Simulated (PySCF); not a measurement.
## Stretching SI

Set-up: basis S x2c-TZVPPall, I x2c-TZVPPall; spin-free X2C with a Gaussian nucleus; PySCF 2.14. Energies in eV from S + I in their ground configurations at the same level. State: ²Π (doublet), unpaired electrons π ↑.

All columns are PBE0. A positive dipole means S(−)I(+).

| R (Å) | E (eV) | μ (D) | Mulliken charge on S (basis-dependent) | HOMO (eV) | LUMO (eV) | Mayer bond order | ⟨S²⟩ |
| --- | --- | --- | --- | --- | --- | --- | --- |
| 1.988 | -1.165 | 1.34 | -0.33 | -6.01 | -3.87 | 1.72 | 0.76 |
| 2.080 | -1.929 | 1.31 | -0.29 | -6.22 | -4.05 | 1.66 | 0.76 |
| 2.172 | -2.332 | 1.23 | -0.24 | -6.41 | -4.20 | 1.60 | 0.76 |
| 2.242 | -2.468 | 1.14 | -0.20 | -6.55 | -4.31 | 1.55 | 0.76 |
| 2.311 | -2.499 | 1.04 | -0.17 | -6.68 | -4.40 | 1.50 | 0.76 |
| 2.380 | -2.455 | 0.93 | -0.13 | -6.80 | -4.48 | 1.45 | 0.76 |
| 2.473 | -2.313 | 0.77 | -0.09 | -6.96 | -4.56 | 1.38 | 0.76 |
| 2.588 | -2.052 | 0.57 | -0.05 | -7.12 | -4.65 | 1.30 | 0.76 |
| 2.727 | -1.678 | 0.35 | -0.02 | -7.29 | -4.72 | 1.21 | 0.76 |
| 2.912 | -1.162 | 0.12 | 0.01 | -7.46 | -4.95 | 1.07 | 0.82 |

A fit through these points gives, at Re = 2.302 Å, μ = 1.06 D and dμ/dR = -1.53 D/Å; the reduced mass is 25.54 u.

**Question.** How strong is the fundamental in the double-harmonic approximation, I = 42.26·(dμ/dR)²/μred km/mol?

**Answer.** I = 42.26·(-1.53)²/25.54 = 3.87 km/mol at PBE0.

These are scalar-relativistic numbers at best; spin–orbit coupling would shift them, the dissociation energy most. The state is the lowest determinant that a PBE0 search found; another state may lie lower at other levels.
